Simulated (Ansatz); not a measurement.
Re(OH)2 (H2O2Re), SMILES [OH][Re][OH] (connectivity only; charge and spin as stated), neutral, multiplicity 4. Atoms are numbered in the order given.

```xyz
5

Re     0.0000     0.0000    -0.0546
O      0.0000     1.8822    -0.0977
H      0.0000     2.4782     0.6601
O      0.0000    -1.8822    -0.0977
H      0.0000    -2.4782     0.6601
```
Charge 0, spin multiplicity 4.

Geometry optimised at B3LYP-D3(BJ)/def2-TZVP. The spin state was assumed, not searched. The def2 effective core potentials stand for the cores of Re; spin–orbit coupling is left out. Other conformers were not sampled.

Two levels are set side by side: PBE-D3(BJ)/def2-TZVP (Ansatz, a first-principles code) and B3LYP-D3(BJ)/def2-TZVP (Ansatz). Each level has its own optimised geometry; the coordinates shown are those of the second. Differences are taken from unrounded values.

| quantity | B3LYP-D3(BJ) |
|---|---|
| mean bond length (Å) | 1.423 |
| bond Re1–O2 (Å) | 1.883 |
| bond Re1–O4 (Å) | 1.883 |
| bond O2–H3 (Å) | 0.964 |
| bond O4–H5 (Å) | 0.964 |

### Question
What does PBE-D3(BJ) give, and how far is it from B3LYP-D3(BJ)? (The exact figures need the calculation; the answer reports its results.)

### Answer

| quantity | PBE-D3(BJ) | PBE-D3(BJ) minus B3LYP-D3(BJ) |
|---|---|---|
| mean bond length (Å) | 1.429 | 0.006 |
| bond Re1–O2 (Å) | 1.885 | 0.002 |
| bond Re1–O4 (Å) | 1.885 | 0.002 |
| bond O2–H3 (Å) | 0.974 | 0.010 |
| bond O4–H5 (Å) | 0.974 | 0.010 |

Exact exchange shortens and stiffens bonds; PBE has none. Differences between two approximate levels are no errors against the true value.
